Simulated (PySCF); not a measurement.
Fractional electron number in O+ (oxygen, charge +1)

The 2p alpha orbital of [He] 2s2 2p3 is emptied in steps (occupation f), with all orbitals relaxed, ending at [He] 2s2 2p2. Computed with PySCF 2.14 in def2-TZVPPD, with no relativity, point nucleus. The exact energy is a straight line in f; departures are measured from the line between the end points of the same method.

```json
{"f": "1", "UHF (eV)": "0.000", "LDA (eV)": "0.000", "PBE (eV)": "0.000", "PBE0 (eV)": "0.000", "r2SCAN (eV)": "0.000", "LC-wPBE (eV)": "0.000", "BHandHLYP (eV)": "0.000", "wB97X (eV)": "0.000", "B3LYP (eV)": "0.000", "CAM-B3LYP (eV)": "0.000"}
{"f": "0.8", "UHF (eV)": "0.254", "LDA (eV)": "-1.474", "PBE (eV)": "-1.432", "PBE0 (eV)": "-1.016", "r2SCAN (eV)": "-1.304", "LC-wPBE (eV)": "-0.587", "BHandHLYP (eV)": "-0.599", "wB97X (eV)": "-0.601", "B3LYP (eV)": "-1.102", "CAM-B3LYP (eV)": "-0.785"}
{"f": "0.6", "UHF (eV)": "0.372", "LDA (eV)": "-2.224", "PBE (eV)": "-2.154", "PBE0 (eV)": "-1.524", "r2SCAN (eV)": "-1.942", "LC-wPBE (eV)": "-0.881", "BHandHLYP (eV)": "-0.899", "wB97X (eV)": "-0.897", "B3LYP (eV)": "-1.654", "CAM-B3LYP (eV)": "-1.179"}
{"f": "0.4", "UHF (eV)": "0.364", "LDA (eV)": "-2.234", "PBE (eV)": "-2.155", "PBE0 (eV)": "-1.523", "r2SCAN (eV)": "-1.925", "LC-wPBE (eV)": "-0.878", "BHandHLYP (eV)": "-0.898", "wB97X (eV)": "-0.888", "B3LYP (eV)": "-1.653", "CAM-B3LYP (eV)": "-1.179"}
{"f": "0.2", "UHF (eV)": "0.237", "LDA (eV)": "-1.495", "PBE (eV)": "-1.434", "PBE0 (eV)": "-1.011", "r2SCAN (eV)": "-1.274", "LC-wPBE (eV)": "-0.579", "BHandHLYP (eV)": "-0.597", "wB97X (eV)": "-0.579", "B3LYP (eV)": "-1.099", "CAM-B3LYP (eV)": "-0.784"}
{"f": "0", "UHF (eV)": "0.000", "LDA (eV)": "0.000", "PBE (eV)": "0.000", "PBE0 (eV)": "0.000", "r2SCAN (eV)": "0.000", "LC-wPBE (eV)": "0.000", "BHandHLYP (eV)": "0.000", "wB97X (eV)": "0.000", "B3LYP (eV)": "0.000", "CAM-B3LYP (eV)": "0.000"}
```

Task: For BHandHLYP, how does the orbital energy at f = 1 compare with the removal energy?

Result: −ε = 31.395 eV against a total-energy difference of 35.134 eV. By Janak's theorem ε = ∂E/∂f, so the gap between them reflects the curvature. Along the path −ε is 32.883 (f = 0.8), 34.386 (f = 0.6), 35.892 (f = 0.4), 37.385 (f = 0.2) eV.

```json
{"method": "UHF", "E(f=0) − E(f=1) (eV)": "34.584", "−ε at f=1 (eV)": "36.213", "−ε at f=0.4 (eV)": "34.239"}
{"method": "LDA", "E(f=0) − E(f=1) (eV)": "35.583", "−ε at f=1 (eV)": "26.435", "−ε at f=0.4 (eV)": "37.399"}
{"method": "PBE", "E(f=0) − E(f=1) (eV)": "35.280", "−ε at f=1 (eV)": "26.368", "−ε at f=0.4 (eV)": "37.081"}
{"method": "PBE0", "E(f=0) − E(f=1) (eV)": "35.316", "−ε at f=1 (eV)": "28.980", "−ε at f=0.4 (eV)": "36.603"}
{"method": "r2SCAN", "E(f=0) − E(f=1) (eV)": "35.486", "−ε at f=1 (eV)": "27.298", "−ε at f=0.4 (eV)": "37.177"}
{"method": "LC-wPBE", "E(f=0) − E(f=1) (eV)": "35.475", "−ε at f=1 (eV)": "31.824", "−ε at f=0.4 (eV)": "36.233"}
{"method": "BHandHLYP", "E(f=0) − E(f=1) (eV)": "35.134", "−ε at f=1 (eV)": "31.395", "−ε at f=0.4 (eV)": "35.892"}
{"method": "wB97X", "E(f=0) − E(f=1) (eV)": "35.146", "−ε at f=1 (eV)": "31.395", "−ε at f=0.4 (eV)": "35.956"}
{"method": "B3LYP", "E(f=0) − E(f=1) (eV)": "35.299", "−ε at f=1 (eV)": "28.431", "−ε at f=0.4 (eV)": "36.689"}
{"method": "CAM-B3LYP", "E(f=0) − E(f=1) (eV)": "35.318", "−ε at f=1 (eV)": "30.431", "−ε at f=0.4 (eV)": "36.308"}
```

Reference removal energy between the ground levels: 35.121 eV (measured; NIST Atomic Spectra Database, ionization energies). The calculation has no spin-orbit coupling. UHF lacks correlation.
